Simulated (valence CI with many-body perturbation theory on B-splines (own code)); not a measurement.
**Energy levels of Cs⁴⁺**

Computed by configuration interaction combined with many-body perturbation theory (CI+MBPT): five valence electrons over a frozen Dirac-Fock core [Kr] 4d10, radial functions for each j: 11 s, 11 p, 10 d, 8 f, 5 g, 2 h, with the one-electron correlation potential Σ1 (screened to all orders), the two-electron term Σ2, the three-electron term Σ3, Breit, model QED; selected single and double excitations, second order for the rest, scaled by the run's own slope (own B-spline code, finite nucleus).

Against 41 measured levels this calculation errs by 280 cm⁻¹ on average and by 650 at most. These come from a selection out of Sansonetti, J. Phys. Chem. Ref. Data 38, 761 (2009). Levels without a partner in it may be off by more, other configurations by several thousand cm⁻¹. Among the levels kept, up to 2600 cm⁻¹ of a level comes from second order outside the variational space, and about a tenth of that is noise between levels of different J, which matters for small intervals. 3 measured levels below the end of the list, from 170737 cm⁻¹ on, found no clear computed partner, and computed levels of the same name lie up to 16699 cm⁻¹ from them.

Levels 46 to 90 of 196, with energies above the lowest level, 5s2 5p3 4S°_3/2. "Leading %" is the weight of the configuration and term that name the level; weights of strongly mixed levels are sums over their largest components and can fall short. In the jj column 3d3/2^4 stands for four electrons in 3d with j = 3/2. Lifetimes count E1, E2, E3, M1 and M2 decay at the calculated energies, and are blank where another channel may lead or the interval is too uncertain; long ones can be off by a factor of two.

```
No.  Configuration  Term     J  E (eV)  Leading %     Second component  Lifetime                     Leading jj
 46     4f 5s2 5p2   2G°   9/2  24.691         42  30 % 4f 5s2 5p2 2H°    277 ns  4f7/2 5s^2 5p1/2 5p3/2 (44 %)
 47     5s2 5p2 5d    2D   5/2  24.801         64   26 % 5s2 5p2 5d 2F   40.5 ps  5s^2 5p1/2 5p3/2 5d5/2 (39 %)
 48     5s2 5p2 6s    4P   1/2  24.851         50   19 % 5s2 5p2 6s 2P    141 ps         5s^2 5p1/2^2 6s (72 %)
 49     4f 5s2 5p2   2G°   7/2  24.925         49  40 % 4f 5s2 5p2 2F°    113 ns  4f5/2 5s^2 5p1/2 5p3/2 (52 %)
 50     5s2 5p2 5d    2P   1/2  25.004         39       32 % 5s 5p4 2P   45.9 ps      5s^2 5p3/2^2 5d3/2 (41 %)
 51     4f 5s2 5p2   2F°   5/2  25.149         66  14 % 4f 5s2 5p2 4F°   25.6 ns  4f7/2 5s^2 5p1/2 5p3/2 (50 %)
 52     4f 5s2 5p2   2G°   9/2  25.277         39  37 % 4f 5s2 5p2 4F°    214 ns      4f7/2 5s^2 5p3/2^2 (73 %)
 53     4f 5s2 5p2   2F°   7/2  25.397         35  21 % 4f 5s2 5p2 4F°   25.9 ns      4f5/2 5s^2 5p3/2^2 (52 %)
 54     5s2 5p2 5d    2P   1/2  25.514         48   22 % 5s2 5p2 6s 4P   79.8 ps  5s^2 5p1/2 5p3/2 5d5/2 (49 %)
 55     4f 5s2 5p2   2F°   5/2  25.559         55  20 % 4f 5s2 5p2 2D°   30.4 ns      4f5/2 5s^2 5p3/2^2 (56 %)
 56     5s2 5p2 5d    2D   3/2  25.647         56       12 % 5s 5p4 2D   38.0 ps      5s^2 5p3/2^2 5d3/2 (52 %)
 57     5s2 5p2 5d    2F   5/2  25.702         41   33 % 5s2 5p2 5d 2D   32.9 ps      5s^2 5p3/2^2 5d3/2 (44 %)
 58     4f 5s2 5p2   2H°  11/2  25.994         80  14 % 4f 5s2 5p2 4G°    193 ns      4f7/2 5s^2 5p3/2^2 (68 %)
 59     4f 5s2 5p2   2D°   3/2  26.136         79   7 % 4f 5s2 5p2 4F°   17.3 ns      4f5/2 5s^2 5p3/2^2 (48 %)
 60     5s2 5p2 5d    2F   7/2  26.176         86    5 % 5s2 5p2 5d 2G   30.5 ps      5s^2 5p3/2^2 5d3/2 (55 %)
 61     5s2 5p2 5d    2D   5/2  26.206         79    6 % 5s2 5p2 6s 2D    205 ps      5s^2 5p3/2^2 5d5/2 (73 %)
 62     5s2 5p2 6s    4P   3/2  26.257         72   11 % 5s2 5p2 6s 2P    144 ps     5s^2 5p1/2 5p3/2 6s (83 %)
 63     4f 5s2 5p2   2H°   9/2  26.363         45  44 % 4f 5s2 5p2 2G°    190 ns      4f5/2 5s^2 5p3/2^2 (82 %)
 64     5s2 5p2 5d    2P   3/2  26.616         43   18 % 5s2 5p2 6s 4P   86.9 ps      5s^2 5p3/2^2 5d5/2 (43 %)
 65     5s2 5p2 6s    2P   1/2  26.903         65   12 % 5s2 5p2 6s 4P   48.6 ps     5s^2 5p1/2 5p3/2 6s (75 %)
 66     4f 5s2 5p2   2D°   5/2  26.931         64  22 % 4f 5s2 5p2 2F°   21.5 ns      4f7/2 5s^2 5p3/2^2 (74 %)
 67     5s2 5p2 6s    4P   5/2  27.034         63   25 % 5s2 5p2 6s 2D    233 ps     5s^2 5p1/2 5p3/2 6s (75 %)
 68     4f 5s2 5p2   2F°   7/2  27.105         68  24 % 4f 5s2 5p2 2G°    102 ns      4f7/2 5s^2 5p3/2^2 (53 %)
 69     4f 5s2 5p2   2P°   1/2  27.135         85   8 % 4f 5s2 5p2 4D°   18.7 ns      4f5/2 5s^2 5p3/2^2 (59 %)
 70     4f 5s2 5p2   2P°   3/2  27.205         81   5 % 4f 5s2 5p2 2D°   20.0 ns      4f7/2 5s^2 5p3/2^2 (49 %)
 71     5s2 5p2 5d    2S   1/2  27.345         45       15 % 5s 5p4 2S   36.7 ps      5s^2 5p3/2^2 5d5/2 (30 %)
 72     5s2 5p2 6s    2D   3/2  27.567         40   37 % 5s2 5p2 6s 2P   54.8 ps     5s^2 5p1/2 5p3/2 6s (77 %)
 73     5s2 5p2 5d    2D   3/2  27.830         88                        39.9 ps      5s^2 5p3/2^2 5d3/2 (63 %)
 74     5s2 5p2 5d    2D   5/2  27.859         61   24 % 5s2 5p2 5d 2F   35.3 ps      5s^2 5p3/2^2 5d5/2 (70 %)
 75     4f 5s2 5p2   2F°   7/2  28.301         84   4 % 4f 5s2 5p2 4F°   94.7 ns      4f7/2 5s^2 5p3/2^2 (79 %)
 76     4f 5s2 5p2   2F°   5/2  28.583         89                         172 ns      4f5/2 5s^2 5p3/2^2 (79 %)
 77     5s2 5p2 6s    2D   5/2  29.201         64   29 % 5s2 5p2 6s 4P    122 ps         5s^2 5p3/2^2 6s (81 %)
 78     5s2 5p2 6p   4D°   1/2  29.289         46  22 % 5s2 5p2 6p 2P°    535 ps      5s^2 5p1/2^2 6p1/2 (85 %)
 79     5s2 5p2 6s    2D   3/2  29.467         48   38 % 5s2 5p2 6s 2P   63.3 ps         5s^2 5p3/2^2 6s (87 %)
 80     5s2 5p2 6p   4D°   3/2  30.129         47  19 % 5s2 5p2 6p 4P°    469 ps      5s^2 5p1/2^2 6p3/2 (78 %)
 81     5s2 5p2 6p   2S°   1/2  30.570         45  35 % 5s2 5p2 6p 4D°    549 ps  5s^2 5p1/2 5p3/2 6p1/2 (78 %)
 82     5s2 5p2 6p   4D°   3/2  30.980         37  34 % 5s2 5p2 6p 2D°    540 ps  5s^2 5p1/2 5p3/2 6p1/2 (81 %)
 83     5s2 5p2 6p   4D°   5/2  31.346         79   9 % 5s2 5p2 6p 2F°    469 ps  5s^2 5p1/2 5p3/2 6p3/2 (49 %)
 84     5s2 5p2 6s    2S   1/2  31.377         82    7 % 5s2 5p2 6s 4P    147 ps         5s^2 5p3/2^2 6s (86 %)
 85      5s 5p3 5d   6D°   1/2  31.412         92    4 % 5s 5p3 5d 4P°   10.8 ns  5s 5p1/2 5p3/2^2 5d3/2 (45 %)
 86      5s 5p3 5d   6D°   3/2  31.443         91                        8.27 ns  5s 5p1/2 5p3/2^2 5d3/2 (40 %)
 87      5s 5p3 5d   6D°   5/2  31.476         88                        6.69 ns  5s 5p1/2^2 5p3/2 5d3/2 (31 %)
 88      5s 5p3 5d   6D°   7/2  31.525         88                        14.3 ns  5s 5p1/2^2 5p3/2 5d5/2 (24 %)
 89     5s2 5p2 6p   2D°   5/2  31.562         44  35 % 5s2 5p2 6p 4P°    520 ps  5s^2 5p1/2 5p3/2 6p3/2 (48 %)
 90     5s2 5p2 6p   4S°   3/2  31.602         43  38 % 5s2 5p2 6p 2D°    501 ps  5s^2 5p1/2 5p3/2 6p3/2 (71 %)
```

Names give the largest LS component (configuration and term), which can be under half, so a name can repeat, a term be missing and a line seem to break the LS rules; names also repeat where a configuration has a term twice.

Where two levels of one J and parity lie close, their mixing, g and order are uncertain.
